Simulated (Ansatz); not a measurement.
`C=[C](F)[SnH3]`, charge 0, multiplicity 1.

**Question.** Give a relaxed structure at PBE0-D4/def2-TZVP (Ansatz 0.2.0). (Estimate.)

**Answer.** Ansatz gave: 
```xyz
9

C     1.542    0.587    0.413
C     0.232    0.511    0.574
F    -0.350    1.232    1.559
Sn   -1.142   -0.665   -0.585
H     2.024    0.018   -0.371
H     2.156    1.213    1.051
H    -2.706   -0.408    0.032
H    -1.049   -0.179   -2.216
H    -0.707   -2.309   -0.459
```
Point group Cs.
This is one stationary point; other conformers may exist.
